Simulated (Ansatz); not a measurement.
Harmonic frequencies (cm⁻¹) at PBE0-D4/def2-TZVP from Ansatz: 59, 130, 170, 322, 415, 448, 513, 544, 593, 679, 788, 963, 1061, 1119, 1132, 1164, 1179, 1270, 1294, 1371, 1424, 1573, 3112, 3172.

Each molecule was computed in one conformer, which needn't be the lowest.

Problem. Which molecule is it?
A. `FC(F)C1OC1(F)F`
B. `F/C=C/C(F)=C\F`
C. `CC#CC(F)F`
D. `C=C(F)/C(F)=C/F`

Solution. A.
